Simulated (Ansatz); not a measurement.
Consider the ligand exchange at a Ge–C bond: `O[C](F)(F)[GeH3]` + `O[SiH](Cl)Cl` → `Cl[SiH](Cl)[O][GeH3]` + `OC(F)F`.

Gas-phase electronic energies from Ansatz, PBE0-D4/def2-TZVP geometries. CCSD(T)/CBS adds triple-zeta CCSD(T) − MP2 to the extrapolated MP2 energy (def2 sets, frozen cores). This one scheme is used for every species. Functionals use def2-TZVPP. B3LYP here is the variant with VWN-RPA as its local correlation; programs differ in this. For Ge outer-core shells are correlated without core-valence functions, which leaves a few kJ/mol of doubt a bond. Scalar relativity is left out up to krypton. One conformer a species, not always the lowest.

`O[C](F)(F)[GeH3]`:

Cartesian coordinates in Å:
```
O 1.048 -1.005 1.031
C 0.182 -0.853 -0.012
F -0.781 -1.774 0.177
F 0.813 -1.182 -1.182
Ge -0.633 0.975 -0.203
H 1.790 -0.403 0.911
H -1.502 1.239 1.029
H -1.453 1.030 -1.494
H 0.536 1.973 -0.258
```

`O[SiH](Cl)Cl`:

```xyz
6

O     0.492   -0.486    1.148
Si   -0.061    0.347   -0.128
Cl   -2.006   -0.124   -0.531
Cl    1.027   -0.064   -1.806
H     0.498   -1.445    1.117
H     0.049    1.772    0.200
```

`Cl[SiH](Cl)[O][GeH3]`:

Z-matrix (Å, degrees):
```
Si
Cl 1 2.045
O 1 1.603 2 110.8
Cl 1 2.048 2 107.4 3 120.8
H 1 1.469 2 108.9 3 -121.4
Ge 3 1.792 1 135.2 2 67.3
H 6 1.532 3 106.7 1 93.6
H 6 1.531 3 104.8 1 -147.2
H 6 1.534 3 108.2 1 -27.1
```

`OC(F)F`:

Z-matrix (Å, degrees):
```
C
F 1 1.355
F 1 1.355 2 105.7
O 1 1.346 2 111.4 3 -121.2
H 1 1.091 2 109.4 3 117.7
H 4 0.966 1 108.8 2 58.9
```

```csv
level,ΔE (kcal/mol),difference from CCSD(T)/CBS
PBE-D4,-19.0,3.6
PBE0-D4,-21.4,1.2
B3LYP-D4,-22.9,-0.3
ωB97M-V,-22.0,0.6
B2PLYP,-23.4,-0.8
PBE,-18.4,4.2
r2SCAN,-20.9,1.7
B3LYP,-22.0,0.6
MP2/def2-TZVPP,-24.6,-2.0
SCS-MP2/def2-TZVPP,-25.6,-3.0
CCSD/def2-TZVPP,-24.4,-1.8
HF/def2-QZVPP,-29.8,-7.2
SCS-MP2/def2-QZVPP,-25.1,-2.5
HF/CBS(def2),-29.9,-7.3
MP2/CBS(def2),-23.4,-0.8
CCSD/CBS(def2),-23.3,-0.7
CCSD(T)/CBS,-22.6,0
```

Largest T1 diagnostic among the species: 0.012.

In def2-TZVPP, CCSD(T) changes the Hartree–Fock value by +5.8 kcal/mol (the triples alone add +0.7 kcal/mol) and MP2 by +4.9 kcal/mol. From PBE to PBE0 (25 % exact exchange), in def2-TZVPP and without D4, ΔE moves by −2.4 kcal/mol. The D4 term adds −0.9 kcal/mol with B3LYP and −0.6 kcal/mol with PBE0; it sums over pairs of atoms, weighted by their polarisabilities, and B3LYP, whose exchange is more repulsive, gets the larger term.
